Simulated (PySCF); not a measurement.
# From computed data to an observable: dipole moment from atomic charges

In(F)2(SiH3) (F₂H₃InSi), SMILES [F][In]([F])[SiH3]. Atoms are numbered in the order given.

```xyz
7

In    -0.2120     0.1180    -0.1425
F     -1.9995    -0.6207    -0.4580
F     -0.1672     1.8620    -1.0358
Si     1.6948    -0.9628     1.1599
H      2.1938     0.0213     2.1613
H      2.7750    -1.3031     0.1908
H      1.1926    -2.1915     1.8348
```
Charge 0, spin multiplicity 1.

Geometry: r2SCAN-D4/def2-SVP. The def2 effective core potentials stand for the cores of In; spin–orbit coupling is left out.

Charges (e) from HF/def2-TZVP (PySCF):

```tsv
atom	ESP fit	Mulliken
In1	1.257	1.235
F2	-0.561	-0.617
F3	-0.562	-0.618
Si4	-0.311	0.029
H5	0.059	-0.010
H6	0.059	-0.012
H7	0.058	-0.007
```

The dipole moment of the full density is 5.16 D.

Question: What dipole moment does each set of point charges give, and which comes closer to that of the density?

Answer: 
μ = Σ q r, and 1 e Å = 4.8032 D.
ESP fit: Σ q r = (0.784, -0.453, 0.544) e Å, |μ| = 5.08 D.
Mulliken: Σ q r = (1.061, -0.619, 0.744) e Å, |μ| = 6.90 D.
ESP fit comes closer in size. Point charges leave out the atoms' own dipoles (lone pairs, polarised bonds); fits to the potential absorb them, partitions of the density don't.
